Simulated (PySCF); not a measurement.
SMILES c12c(ccs2)sc(-c2ccccn2)c1 (C11H7NS2) (GFN2-xTB optimised geometry):

```
21

C     -2.048    -3.509     0.000
C     -2.698    -2.284     0.000
C     -1.944    -1.126     0.000
C     -0.550    -1.232     0.000
C      0.306    -0.067     0.000
C      1.676    -0.065     0.000
C      2.192     1.239     0.000
S      3.778     1.930     0.000
C      3.099     3.523     0.000
C      1.741     3.542     0.000
C      1.219     2.234     0.000
S     -0.366     1.553     0.000
N      0.072    -2.414     0.000
C     -0.660    -3.509     0.000
H     -2.599    -4.436     0.000
H     -3.778    -2.233     0.000
H     -2.412    -0.153     0.000
H      2.255    -0.969     0.000
H      3.766     4.362     0.000
H      1.146     4.437     0.000
H     -0.102    -4.437     0.000
```

Level of theory: B3LYP/def2-SVP in PySCF.

What are the frontier orbital energies and the dipole moment?

HOMO-2 -7.09 eV, HOMO-1 -6.36 eV, HOMO -5.74 eV, LUMO -1.65 eV, LUMO+1 -0.75 eV; dipole moment 1.48 D.

On the same geometry PBE/def2-SVP (PySCF 2.14.0) gives HOMO-2 -5.77 eV, HOMO-1 -5.63 eV, HOMO -5.12 eV, LUMO -2.27 eV, LUMO+1 -1.53 eV; dipole moment 1.40 D.

Meta-Löwdin charges at B3LYP/def2-SVP: C1 -0.13, C2 -0.07, C3 -0.13, C4 0.12, C5 -0.10, C6 -0.12, C7 -0.12, S8 0.24, C9 -0.22, C10 -0.13, C11 -0.12, S12 0.21, N13 -0.27, C14 0.03, H15 0.11, H16 0.11, H17 0.11, H18 0.13, H19 0.13, H20 0.12, H21 0.10.
